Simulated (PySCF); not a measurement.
3-cyanothiophene, C5H3NS.
Atom-mapped SMILES: `[N:1]#[C:2][c:3]1[cH:4][cH:5][s:6][cH:7]1` (hydrogens: H8 on C4; H9 on C5; H10 on C7)

Geometry (PBE0-D3(BJ)/def2-TZVP, Å), atoms numbered from 1 in this order:
```xyz
10
C5H3NS angstrom
N     -3.0447   -0.8236   -0.0694
C     -1.9278   -0.5443   -0.1098
C     -0.5518   -0.1983   -0.1516
C      0.1627    0.3631    0.9443
C      1.4651    0.5987    0.6337
S      1.8251    0.1431   -0.9715
C      0.2374   -0.3715   -1.2613
H     -0.2849    0.5752    1.9049
H      2.2336    1.0147    1.2668
H     -0.0571   -0.7751   -2.2174
```

The closed-shell ground state was solved at several levels (PySCF, density fitting, gas phase, non-relativistic). Isolated species at its PBE0-D3(BJ)/def2-TZVP geometry, gas phase.

| level | basis functions | total energy (Eh) | HOMO (eV) | LUMO (eV) | gap (eV) | dipole (D) |
| --- | --- | --- | --- | --- | --- | --- |
| PBE0/pcSseg-2 | 301 | -644.9311 | -7.65 | -1.51 | 6.14 | 4.36 |
| B97-2/pcSseg-2 | 301 | -645.2983 | -7.40 | -1.55 | 5.85 | 4.35 |
| KT3/pcSseg-2 | 301 | -652.2041 | -6.60 | -2.31 | 4.29 | 4.28 |

(1) What might wB97X-D/pcSseg-2 (301 basis functions) give for the same quantities?

(2) Over all these levels, which gives the widest orbital gap and which the narrowest?

(3) In the pcSseg-2 basis, how does the gap go with the fixed share of exact exchange?

(4) How far do the dipole and the HOMO energy spread over the levels?

Results:

(1) Total energy -645.2645 Eh, HOMO -9.40 eV, LUMO 0.22 eV, gap 9.62 eV, dipole 4.34 D.

(2) wB97X-D/pcSseg-2 (range-separated hybrid) has the widest, 9.62 eV, and KT3/pcSseg-2 (GGA) the narrowest, 4.29 eV. From the narrowest to the widest the HOMO moves by -2.80 eV and the LUMO by +2.53 eV.

(3) KT3 (0 %) 4.29 eV; B97-2 (21 %) 5.85 eV; PBE0 (25 %) 6.14 eV. Each rise in the share widens the gap here.

(4) The dipole runs from 4.28 to 4.36 D (mean 4.33 D) and the HOMO from -9.40 to -6.60 eV.

wB97X-D is run here without its empirical dispersion term; that term would change no orbital, density or response property at a fixed geometry.
